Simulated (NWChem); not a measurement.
Molecule: PbF2, singlet; SMILES [F][Pb][F]

Results from NWChem. Low-valent species are run as closed-shell singlets; no triplet was tried in these runs. All runs use the structure optimised with PBE0/def2-SVP. def2 effective core potentials on Pb; no spin-orbit coupling.

Problem. Estimate the computed values for PBE/def2-TZVPP. Quantities: highest occupied level (eV); orbital gap (eV); dipole (D).

Solution. 
| Item | Value |
|---|---|
| highest occupied level (eV) | -7.58 |
| orbital gap (eV) | 4.10 |
| dipole (D) | 4.67 |
